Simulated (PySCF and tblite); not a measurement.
Values are calculated unless marked as measured or tabulated.
System: C₅H₈O₂, numbered as in [CH3:1][C:2](=[O:3])/[CH:4]=[C:5](/[CH3:6])[OH:7].

For the rotation about the C5–O7 bond (torsion C4–C5–O7–H from 0° to 180°, rising): electronic barrier 21.45 kcal/mol, zero-point change -0.81 kcal/mol, thermal and entropy terms at 298.15 K a further -0.18 kcal/mol (symmetry numbers apart). The minimum is Cs, the saddle C1. Geometries: GFN2-xTB; energies: CAM-B3LYP/pcSseg-1 + D3(BJ); zero-point and thermal terms from GFN2-xTB harmonic modes (soft modes blended into free rotors). Rates follow Eyring's equation with the number of equivalent paths and no tunnelling. Programs: tblite and PySCF.

**Question.** How many equivalent paths lead out of the minimum?

**Answer.** 2: the symmetry number of the minimum is 1, that of the saddle displaced along its mode 1, and the displaced saddle is chiral while the minimum is not, which doubles the count.

**Question.** Work out the rate at 298.15 K.

**Answer.** ΔG‡ = 20.46 kcal/mol; k_B T/h = 6.2×10¹² s⁻¹; exp(−ΔG‡/RT) = 1×10⁻¹⁵; times 2 gives k = 0.012 s⁻¹. Wigner's tunnelling factor for the 531i cm⁻¹ mode would be 1.27.
